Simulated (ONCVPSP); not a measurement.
# Reading a pseudo-wave (rubidium (Rb))

Columns: radius, all-electron u(r) and pseudo u(r) of the 4s shell (level -33.37 eV) of rubidium in the configuration [Ar] 3d10 4s2 4p6 5p1; PBEsol, scalar-relativistic, ONCV scheme, ONCVPSP 4.0.1.

```
r (bohr)  all-electron  pseudo
   0.155        0.2399  0.0710
   0.310       -0.3971  0.1651
   0.465       -0.3990  0.2866
   0.620        0.0063  0.4255
   0.775        0.4308  0.5740
   0.930        0.7311  0.7268
   1.085        0.8934  0.8618
   1.240        0.9457  0.9360
   1.395        0.9230  0.9229
   1.550        0.8557  0.8557
   1.705        0.7660  0.7660
   1.860        0.6688  0.6688
   2.015        0.5732  0.5731
   2.170        0.4842  0.4842
   2.325        0.4046  0.4046
   2.480        0.3350  0.3350
   2.635        0.2754  0.2754
   2.790        0.2251  0.2251
   2.945        0.1831  0.1831
   3.100        0.1483  0.1483
   3.255        0.1198  0.1198
   3.410        0.0965  0.0965
   3.565        0.0775  0.0775
   3.720        0.0621  0.0621
   3.875        0.0497  0.0497
   4.030        0.0397  0.0397
```

Task: How many radial nodes do the two functions have?

Result: The all-electron 4s function has n − l − 1 = 3 (the table is too coarse to show those close to the nucleus); the pseudo-wave has 0, since the states of the same l below it are removed with the core.

Task: At about which radius was the pseudo-wave matched?

Result: 1.40 bohr, where the columns begin to agree (steps of 0.15 bohr).

Task: Is the pseudo-wave norm-conserving?

Result: Yes: the ONCV scheme keeps the norm inside the radius equal to the all-electron one, which fixes the energy derivative of the logarithmic derivative at the level.
